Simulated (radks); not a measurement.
Values are calculated unless marked as measured or tabulated.
The mean radii <r> (bohr) of the occupied orbitals of an atom or ion are listed with their occupations. Code: a radial shooting solver on a logarithmic mesh with Libxc functionals. Model: scalar-relativistic Kohn-Sham, LDA (Slater exchange, VWN5 correlation), spin-polarised, spherical densities, finite nucleus; Fermi nuclear charge, rms radius of each element as measured or else 0.836 A^(1/3) + 0.57 fm.

orbital  occ.      <r>
1s up       1  0.02660
1s down     1  0.02659
2s up       1   0.1096
2s down     1   0.1098
2p up       2  0.09477

Name the element and its charge. Open shells, if any, are filled with parallel spins first.

Answer. Z = 54, xenon, charge +48: Xe48+ in [He] 2s2 2p2. The 1s radius gives Z: for a bare nucleus <r> = (2 gamma + 1)/(2Z) with gamma = sqrt(1 - (Z/c)^2), 0.02628 bohr for Z = 54, and screening makes it slightly larger (0.02660 here). The occupations add up to 6, and the charge is Z minus that.
